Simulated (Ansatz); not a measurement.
Reaction (ligand exchange at a Ga–Se bond): `[BH2][GaH][Se]C` + CH₃OH → `[BH2][GaH][O]C` + `C[SeH]`

Program: Ansatz. Geometries: PBE0-D4/def2-TZVP. ΔE: electronic, gas phase. CCSD(T)/CBS is the MP2 limit (def2-TZVPP, def2-QZVPP) plus CCSD(T) − MP2 in def2-TZVPP, frozen cores. This one scheme is used for every species. DFT in def2-TZVPP. For Ga, Se outer-core shells are correlated without core-valence functions, which leaves a few kJ/mol of doubt a bond. Scalar relativity is left out up to krypton. One conformer a species, not always the lowest.

CCSD(T)/CBS gives +12.5 kcal/mol.

Task: Another level gave +9.6 kcal/mol. Which?
A. MP2/def2-TZVPP
B. RPA@PBE/def2-TZVPP
C. HF/def2-TZVPP
D. PBE-QIDH/def2-TZVPP

Result: B. RPA@PBE/def2-TZVPP 9.6, MP2/def2-TZVPP 11.8, HF/def2-TZVPP 10.7, PBE-QIDH 13.0 kcal/mol.

Largest T1 diagnostic among the species: 0.015.

At CCSD(T), def2-SVP lies −4.4 kcal/mol from the extrapolated value and def2-TZVPP −1.4 kcal/mol. Leaving LDA and LC-ωPBE aside and taking each functional with its dispersion term where it has one, the values, not all of them listed here, spread over 4.2 kcal/mol, from CAM-B3LYP-D4 to HSE06-D4.

CCSD(T)/CBS has its own doubt, a few kJ/mol and more with outer-core shells, so smaller differences from it don't rank the levels.
